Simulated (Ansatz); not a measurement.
`CO[SiH2][NH][GeH3]` + `BC#N` → `CO[SiH2]C#N` + `B[NH][GeH3]`  (redistribution)

Gas-phase electronic energies from Ansatz, PBE0-D4/def2-TZVP geometries. CCSD(T)/CBS adds triple-zeta CCSD(T) − MP2 to the extrapolated MP2 energy (def2 sets, frozen cores). This one scheme is used for every species. DFT in def2-TZVPP. For Ge outer-core shells are correlated without core-valence functions, which leaves a few kJ/mol of doubt a bond. Scalar relativity is left out up to krypton. Each species was taken in one conformer, which may not be the lowest.

`CO[SiH2][NH][GeH3]`:

Cartesian coordinates in Å:
```
C -1.157 2.316 -0.201
O -0.327 1.219 -0.495
Si -0.829 -0.339 -0.321
N 0.472 -1.421 -0.512
Ge 1.872 -1.640 0.664
H -0.554 3.225 -0.242
H -1.594 2.237 0.802
H -1.973 2.410 -0.927
H -1.862 -0.655 -1.346
H -1.398 -0.474 1.049
H 0.637 -1.773 -1.443
H 3.123 -0.876 0.195
H 1.384 -1.091 2.011
H 2.206 -3.139 0.769
```

`BC#N`:

Cartesian coordinates in Å:
```
B 0.585 -0.091 0.147
C -0.874 0.136 -0.220
N -1.981 0.309 -0.499
H 1.410 -0.016 -0.705
H 0.860 -0.339 1.277
```

`CO[SiH2]C#N`:

Cartesian coordinates in Å:
```
C -0.412 -1.350 -0.698
O -0.964 -0.369 0.159
Si -0.089 0.729 0.977
C 0.898 1.746 -0.227
N 1.513 2.349 -0.991
H 0.295 -1.993 -0.163
H -1.230 -1.965 -1.073
H 0.101 -0.887 -1.547
H -1.022 1.625 1.682
H 0.911 0.114 1.882
```

`B[NH][GeH3]`:

Z-matrix (Å, degrees):
```
Ge
N 1 1.854
H 1 1.538 2 109.1
H 1 1.530 2 106.5 3 -120.4
H 1 1.538 2 109.1 3 119.1
B 2 1.392 1 126.2 3 120.5
H 2 1.010 1 115.9 3 -59.5
H 6 1.199 2 119.6 1 180.0
H 6 1.199 2 119.2 1 -0.0
```

Task: Is it downhill or uphill in electronic energy at CCSD(T)/CBS, and by how much? (Best estimate.)

Result: Ansatz gave: Downhill: ΔE = -68.9 kJ/mol.

Task: What do these levels give: ωB97X-V, r2SCAN, PBE0, CCSD(T)/def2-TZVPP, HF/def2-QZVPP, MP2/def2-QZVPP? (An estimate is asked.)

Result: Ansatz gave: ωB97X-V -68.8, r2SCAN -68.2, PBE0 -71.2, CCSD(T)/def2-TZVPP -71.1, HF/def2-QZVPP -60.1, MP2/def2-QZVPP -69.7 kJ/mol.

Largest T1 diagnostic among the species: 0.014.

The D4 term adds +3.4 kJ/mol with B3LYP and +2.0 kJ/mol with PBE0; it sums over pairs of atoms, weighted by their polarisabilities, and B3LYP, whose exchange is more repulsive, gets the larger term. From PBE to PBE0 (25 % exact exchange), in def2-TZVPP and without D4, ΔE moves by +3.3 kJ/mol.

B3LYP here is the variant with VWN-RPA as its local correlation; programs differ in this.
